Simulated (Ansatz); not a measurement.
Z-matrix (Å, degrees):
```
B
N 1 1.758
Al 1 2.418 2 48.8
C 1 1.540 2 44.0 3 175.4
H 1 1.200 2 113.4 3 -76.3
H 1 1.205 2 112.2 3 68.0
Si 3 2.440 1 109.8 2 104.0
H 3 1.578 1 112.9 2 -102.5
H 4 1.087 1 154.6 2 180.0
H 7 1.489 3 110.8 1 -35.3
H 7 1.491 3 111.7 1 -155.8
H 7 1.490 3 110.8 1 84.7
```

The species carries charge 0 and has multiplicity 1.

Problem. List the ωB97M-V/def2-TZVPP orbital energies in eV (the Gaussian-basis code of Ansatz). (An estimate is asked.)

Solution. The calculation gave: Occupied: -1806.60, -1532.50, -395.84, -283.49, -187.53, -147.73, -117.08, -101.84, -101.84, -101.83, -76.72, -76.61, -76.54, -29.69, -19.92, -17.85, -17.67, -16.44, -14.50, -13.21, -12.48, -12.01, -11.94, -10.96, -10.07, -9.71. Lowest empty: 0.40, 0.67, 1.54, 1.73, 2.65, 2.76, 2.97, 3.10.
